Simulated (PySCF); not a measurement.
[Sm(OH)2]+ at several levels of theory

Computed with PySCF 2.14.0 (density fitting, no spin-orbit coupling) at the geometry relaxed with PBE0:

```xyz
5
[Sm(OH)2]+ (singlet in the valence; each metal's 4f electrons, 5 of them, lie in its core potential, out of spins and levels)
Sm    0.0000    0.0000   -0.6170
O     1.6438   -0.0340    0.5169
H     2.2866   -0.0475    1.2340
O    -1.6438    0.0340    0.5169
H    -2.2866    0.0475    1.2340
```

```csv
level,basis,state,HOMO (eV),gap (eV),charge on Sm1 (e),population of f-type functions on Sm1 (polarisation alone where 4f lies in the core),dipole about the centre of mass (D),largest force component (eV/Å)
PBE0,"Sm lcecp-1-SVP with ECP51, O def2-SVP, H def2-SVP",singlet,-13.49,6.73,1.41,0.10,2.60,0.01
PBE0,"Sm lcecp-1-TZVP with ECP51, O def2-TZVP, H def2-TZVP",singlet,-13.55,6.81,1.76,0.10,2.82,0.16
```

In the lcecp rows the 4f levels are missing from HOMO and gap, and the state counts the valence alone.

Charges are Mulliken's, which hang on the basis. The relaxation used the grid (50, 194), these runs (75, 302) or, all-electron (x2c bases, spin-free X2C Hamiltonian), (99, 590).

Question: A further run in the first row's basis gives HOMO (eV) -15.87, gap (eV) 11.18, charge on Sm1 (e) 1.43, population of f-type functions on Sm1 (polarisation alone where 4f lies in the core) 0.10, dipole about the centre of mass (D) 2.90, largest force component (eV/Å) 0.24. Which level was it?
A. revPBE
B. wB97X

Answer: B. The others give HOMO -11.84 eV (revPBE).

In the first row's basis the gap widens with exact exchange: 4.4 eV for revPBE (none); 6.7 eV for PBE0 (a fixed share); 11.2 eV for wB97X (rising or full at long range).

An lcecp potential fixes the number of 4f electrons, so in runs with it no electron can move into or out of that shell.
